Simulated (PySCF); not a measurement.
Q: Give a GFN2-xTB geometry of `[n+]1(C)ccncc1`. (Charge +1.)

A: 
```
atom  x, y, z in Å
C1     1.928   -0.039    0.067
N2     0.486    0.001    0.024
C3    -0.171    1.164    0.045
C4    -1.562    1.160   -0.014
N5    -2.252    0.041   -0.088
C6    -1.591   -1.101   -0.105
C7    -0.203   -1.144   -0.050
H8     2.264   -0.731    0.840
H9     2.318   -0.386   -0.892
H10    2.335    0.949    0.273
H11    0.399    2.079    0.107
H12   -2.124    2.084    0.000
H13   -2.178   -2.006   -0.165
H14    0.349   -2.072   -0.064
```

Orientation and origin are arbitrary. Atoms count from 1 in this order. The 7 heavy atoms lie in one plane (0.004 Å rms). C4 (aromatic CH next to a ring nitrogen) is planar (angles 121.9°, 121.1° and 117.0°, sum 360.0°, 0.00 Å off the plane of its three neighbours). N2 (ring nitrogen) is planar (angles 121.0°, 119.5° and 119.5°, sum 360.0°, 0.00 Å off the plane of its three neighbours). The 6-membered ring N2–C3–C4–N5–C6–C7 has internal angles of 118.2° to 121.9°; it is planar, 0.00 Å rms from its mean plane, widest ring torsion 0°.

Bonds between heavy atoms (Å): C1–N2 1.443, N2–C3 1.335, C3–C4 1.392, C4–N5 1.317, N5–C6 1.319, C6–C7 1.389, N2–C7 1.338.

Structure optimised with GFN2-xTB, isolated species.

Point group: near Cs, missed by 0.28 Å at most; the miss may be what the optimiser left on a soft mode. No GFN2-xTB frequencies stand behind this structure, so it isn't proved a minimum.

All values are computed, not measured.
